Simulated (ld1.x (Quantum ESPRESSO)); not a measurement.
# Building the TM potential for hydrogen (PBE, scalar-relativistic).

```json
{
 "Element": "H (Z = 1)",
 "Generator": "ld1.x (Quantum ESPRESSO) 7.5",
 "Type": "norm-conserving Troullier–Martins (Kleinman–Bylander form)",
 "Functional": "PBE",
 "Relativity": "scalar-relativistic",
 "Frozen core": "none",
 "Valence charge": "1",
 "Reference configuration": "1s1",
 "Partial waves": "1s (bound): rc 1.55 bohr",
 "Local potential": "all-electron potential smoothed inside 1.20 bohr (lloc = -1)",
 "Core correction": "none"
}
```

- Cutoffs needed: 18 Ry and 25 Ry (the cutoffs (Ry, on a coarse ladder) from which the occupation-weighted sum of valence levels, in a spherical-Bessel basis at the reference potential, stays within 10 and 1 mRy of its value at 400 Ry)
- Ghost test: no extra level below or beside the all-electron valence levels (s, p, d, f tested) (spherical-Bessel basis up to 400 Ry, 20 bohr box)
